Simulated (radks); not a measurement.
Excited configurations of neutral rhenium: one electron is placed in a higher orbital outside [Xe] 4f14 5d5 6s1. The ground configuration is [Xe] 4f14 5d5 6s2. Method: Dirac Kohn-Sham, PBE, spin-unpolarised, spherical densities, finite nucleus; open shells are shared between the two j in proportion to 2j + 1; Fermi nuclear charge, rms radius 5.3698 fm; computed with a radial shooting solver on a logarithmic mesh with Libxc functionals. Excitation = E - E(ground); binding = E(ion) - E, where the ion is the core of charge +1; n* = 1/sqrt(2 binding) in atomic units, and the quantum defect is n - n*. Eigenvalue and <r> are those of j = l + 1/2.

[
 {"outer orbital": "5f", "excitation (eV)": "8.335", "binding (eV)": "0.916", "n*": "3.854", "quantum defect": "1.146", "eigenvalue (eV)": "-0.432", "<r> (bohr)": "17.16"},
 {"outer orbital": "6d", "excitation (eV)": "7.665", "binding (eV)": "1.587", "n*": "2.928", "quantum defect": "3.072", "eigenvalue (eV)": "-0.715", "<r> (bohr)": "10.44"},
 {"outer orbital": "6f", "excitation (eV)": "8.615", "binding (eV)": "0.636", "n*": "4.625", "quantum defect": "1.375", "eigenvalue (eV)": "-0.366", "<r> (bohr)": "28.97"},
 {"outer orbital": "7s", "excitation (eV)": "6.693", "binding (eV)": "2.558", "n*": "2.306", "quantum defect": "4.694", "eigenvalue (eV)": "-1.494", "<r> (bohr)": "8.458"},
 {"outer orbital": "7f", "excitation (eV)": "8.790", "binding (eV)": "0.461", "n*": "5.433", "quantum defect": "1.567", "eigenvalue (eV)": "-0.287", "<r> (bohr)": "43.37"}
]

The Delta-SCF ionisation energy is 9.251 eV (NIST Atomic Spectra Database: 7.834 eV, measured). Self-interaction in the functional shifts the binding energies and quantum defects, so they are the method's values and not measured ones. Spin polarisation and multiplet splitting are left out, so open shells lie too high by an amount that depends on their filling. Sharing an open shell by 2j + 1 raises it above the true ground level by a part of the spin-orbit splitting, which enters the differences from NIST.

Beside tabulated values, note that spin-unpolarised runs miss the spin-polarisation part of the exchange energy of open shells.
